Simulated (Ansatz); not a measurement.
Input and output for CH₅FN₂Si (`NC1(F)N[SiH2]1`).

```yaml
crystal:
  periodic: [false, false, false]
  atoms:
    - {symbol: N, position_ang: [-0.804973, 1.102740, 0.596279]}
    - {symbol: C, position_ang: [-0.264887, 0.238504, -0.376355]}
    - {symbol: F, position_ang: [-0.715662, 0.547878, -1.659142]}
    - {symbol: N, position_ang: [-0.336567, -1.169044, -0.116408]}
    - {symbol: Si, position_ang: [1.314900, -0.674936, -0.089412]}
    - {symbol: H, position_ang: [-1.820301, 1.056063, 0.592928]}
    - {symbol: H, position_ang: [-0.534096, 2.061160, 0.421682]}
    - {symbol: H, position_ang: [-0.958453, -1.510457, 0.601061]}
    - {symbol: H, position_ang: [2.174769, -1.217571, -1.162081]}
    - {symbol: H, position_ang: [2.028371, -0.485538, 1.194448]}
basis:
  gaussian: {orbitals: cc-pVDZ}
hamiltonian: {xc: {name: wPBEh}}
output: {forces: true}
```

```sh
$ ansatz run in.yaml --threads 4 --pin off --events-out ev --progress --plain --max-ram 10444MiB
```

Shortened log:

```
Functional definition: wPBEh
931 factors; integrals over basis functions are off by at most 1.4e-3 eV
92 factors; integrals over basis functions are off by at most 3.6e-7 eV
mean field evaluation 1: about -14674.5892 eV, gradient 6.1e1 eV
mean field evaluation 2: about -14662.6072 eV, gradient 9.1e1 eV
mean field evaluation 4: about -14682.0868 eV, gradient 5.3e0 eV
mean field evaluation 8: about -14682.4185 eV, gradient 4.7e-1 eV
mean field evaluation 16: about -14682.4190 eV, gradient 7.5e-5 eV
mean field -14682.41897802 eV, -539.5689453411 hartree, gradient 1.6e-5 eV, S^2 0.000000; 0 other end points of the search recorded, 0 dependent functions left out
reference -14682.41901274 eV, -539.5689466172 hartree; 24, 24 occupied and 75, 75 virtual orbitals, 931 factors
Total energy: -14682.41901274 eV, -539.5689466172 hartree
Atom 0 at    -0.804973     1.102740     0.596279 Å, force     0.337918    -0.309941     0.334534 eV/Å
Atom 1 at    -0.264887     0.238504    -0.376355 Å, force    -0.397411     0.123281    -0.041333 eV/Å
Atom 2 at    -0.715662     0.547878    -1.659142 Å, force     0.003144     0.009505    -0.162683 eV/Å
Atom 3 at    -0.336567    -1.169044    -0.116408 Å, force    -0.574233    -0.117965    -0.300614 eV/Å
Atom 4 at     1.314900    -0.674936    -0.089412 Å, force     0.842817     0.148471     0.075832 eV/Å
Atom 5 at    -1.820301     1.056063     0.592928 Å, force    -0.267783     0.029545    -0.092361 eV/Å
Atom 6 at    -0.534096     2.061160     0.421682 Å, force     0.013330     0.276773    -0.100902 eV/Å
Atom 7 at    -0.958453    -1.510457     0.601061 Å, force    -0.186909    -0.102979     0.256808 eV/Å
Atom 8 at     2.174769    -1.217571    -1.162081 Å, force     0.116096    -0.097562    -0.172352 eV/Å
Atom 9 at     2.028371    -0.485538     1.194448 Å, force     0.113030     0.040873     0.203071 eV/Å
Dipole moment:     0.016111     0.093190     0.379952 e Å
```

Hardware: 4 threads of an Intel Xeon Platinum 8259CL on a shared host. Wall time 1.6 s, peak host memory 0.47 GiB.
